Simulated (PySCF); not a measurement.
Mg(I)(Et) (C2H5IMg), SMILES [CH2](C)[Mg][I].

Geometry optimised at B3LYP-D3(BJ)/def2-SVP. The def2 effective core potentials stand for the cores of I; spin–orbit coupling is left out. The values are those of a single conformer.

Level of theory: C-PCM-PBE0/def2-SVP (PySCF 2.14.0).

The values are the electrostatic part of the solvation free energy, E(continuum) − E(gas) at the gas-phase geometry, in a cavity of scaled van der Waals radii (PySCF's table); cavitation and dispersion terms are not included. A continuum can't describe solvent molecules that bind to the metal. In vacuum the orbital gap is 5.82 eV. The dipole moment in vacuum is 2.16 D.

Computed values in water (ε = 78.36), chlorobenzene (ε = 5.70), dichloromethane (ε = 8.93):
```tsv
solvent	ε	ΔG(elec) (kcal/mol)	dipole (D)	gap (eV)
water	78.36	-10.4	2.91	6.00
chlorobenzene	5.70	-8.3	2.76	5.97
dichloromethane	8.93	-9.1	2.82	5.98
```
